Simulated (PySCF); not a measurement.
**B⁺ (boron, charge +1) across methods**

[He] 2s2, closed-shell 1S. Computed with PySCF 2.14 in dyall-av3z (15s9p3d2f, 71 functions), with scalar relativity by spin-free X2C-1e.

| method | E (hartree) | mean ε 1s (eV) | mean ε 2s (eV) | Σ⟨r²⟩ (bohr²) | ⟨S²⟩ |
| --- | --- | --- | --- | --- | --- |
| r2SCANh | -24.3241 | -199.40 | -20.207 | 7.834 | 0.000 |
| PBE0 | -24.3090 | -201.06 | -20.798 | 7.797 | 0.000 |
| UHF | -24.24439 | -222.80 | -23.785 | 7.933 | 0.000 |
| B97-3 | -24.3465 | -201.86 | -20.921 | 7.741 | 0.000 |
| PBE | -24.3005 | -193.60 | -19.510 | 7.797 | 0.000 |
| r2SCAN | -24.3230 | -196.76 | -19.736 | 7.835 | 0.000 |
| M06 | -24.3418 | -201.43 | -20.671 | 7.768 | 0.000 |
| wB97M-V | -24.3548 | -203.92 | -23.062 | 7.846 | 0.000 |

Question: Estimate the same row for LDA.

Answer: E (hartree) = -24.0450; mean ε 1s (eV) = -191.71; mean ε 2s (eV) = -19.413; Σ⟨r²⟩ (bohr²) = 7.875; ⟨S²⟩ = 0.000.
